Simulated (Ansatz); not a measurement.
CH4Si, charge +1, doublet, at a GFN2-xTB geometry (a state made from the parent by changing its charge; the spin is typed, not shown lowest); BLYP/pcseg-1 run with Ansatz (an electronic-structure program).

Ansatz was given this input:
Ansatz 0.2 input:
```yaml
crystal:
  periodic: [false, false, false]
  atoms:
    - {symbol: C, position_ang: [-1.22822450, -0.06393038, -0.03155835]}
    - {symbol: Si, position_ang: [0.59642478, 0.03104454, 0.01532471]}
    - {symbol: H, position_ang: [-1.86786667, 0.79391978, 0.15621786]}
    - {symbol: H, position_ang: [-1.76494933, -0.98301168, -0.24956047]}
    - {symbol: H, position_ang: [1.38525197, -1.17029396, 0.24283199]}
    - {symbol: H, position_ang: [1.26696403, 1.30834460, -0.17468520]}
basis:
  gaussian:
    orbitals: pcseg-1.json
hamiltonian:
  xc: blyp
total_charge: 1
magnetization: {spin_polarized: true, initial_magnetization: 1}
```
The basis file holds pcseg-1 in the JSON format of the Basis Set Exchange.

It wrote (shortened):

```
Functional definition: BLYP
587 factors; their error is unknown
mean field evaluation 1: about -8947.8932 eV, gradient 6.0e1 eV
mean field evaluation 2: about -8847.0908 eV, gradient 9.2e1 eV
mean field evaluation 4: about -8966.2940 eV, gradient 1.4e1 eV
mean field evaluation 8: about -8968.2968 eV, gradient 1.1e-1 eV
mean field evaluation 16: about -8968.2552 eV, gradient 4.9e-5 eV
mean field -8968.25518335 eV, -329.5772990864 hartree, gradient 1.1e-5 eV, S^2 0.751896; 0 other end points of the search recorded, 0 dependent functions left out
reference -8968.25547572 eV, -329.5773098310 hartree; 12, 11 occupied and 40, 41 virtual orbitals, 587 factors
Total energy: -8968.25547572 eV, -329.5773098310 hartree
```
